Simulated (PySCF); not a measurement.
## Fractional electron number in Ar²⁺ (argon, charge +2)

The 3p beta orbital of [Ne] 3s2 3p4 is emptied in steps (occupation f), with all orbitals relaxed, ending at [Ne] 3s2 3p3. Computed with PySCF 2.14 in aug-pcseg-2, with the non-relativistic Hamiltonian (point nucleus). The exact energy is a straight line in f; departures are measured from the line between the end points of the same method.

**Question.** Among UHF, LDA, PBE, PBE0, r2SCAN, LC-wPBE, BHandHLYP, wB97X, CAM-B3LYP, B3LYP, which shows the largest delocalisation error (convex curve), and which is closest to linear?

**Answer.** Most convex: LDA (-1.621 eV at f = 0.4); closest to linear: UHF (0.232 eV).

```csv
f,UHF (eV),LDA (eV),PBE (eV),PBE0 (eV),r2SCAN (eV),LC-wPBE (eV),BHandHLYP (eV),wB97X (eV),CAM-B3LYP (eV),B3LYP (eV)
1,0.000,0.000,0.000,0.000,0.000,0.000,0.000,0.000,0.000,0.000
0.8,0.161,-1.082,-1.050,-0.753,-0.972,-0.276,-0.473,-0.344,-0.531,-0.831
0.6,0.236,-1.623,-1.570,-1.124,-1.444,-0.408,-0.713,-0.514,-0.797,-1.247
0.4,0.232,-1.621,-1.562,-1.117,-1.427,-0.399,-0.716,-0.512,-0.798,-1.246
0.2,0.152,-1.078,-1.033,-0.738,-0.938,-0.258,-0.481,-0.342,-0.532,-0.830
0,0.000,0.000,0.000,0.000,0.000,0.000,0.000,0.000,0.000,0.000
```

```tsv
method	E(f=0) − E(f=1) (eV)	−ε at f=1 (eV)	−ε at f=0.4 (eV)
UHF	39.398	40.421	39.184
LDA	40.850	34.095	42.214
PBE	40.743	34.166	42.094
PBE0	40.740	36.018	41.714
r2SCAN	40.712	34.587	41.990
LC-wPBE	40.927	39.178	41.309
BHandHLYP	40.682	37.731	41.259
wB97X	40.771	38.614	41.202
CAM-B3LYP	40.858	37.541	41.520
B3LYP	40.885	35.692	41.928
```

Reference removal energy between the ground levels: 40.735 ± 0.012 eV (semi-empirical (NIST evaluation); NIST Atomic Spectra Database, ionization energies). The calculation has no spin-orbit coupling. UHF lacks correlation.
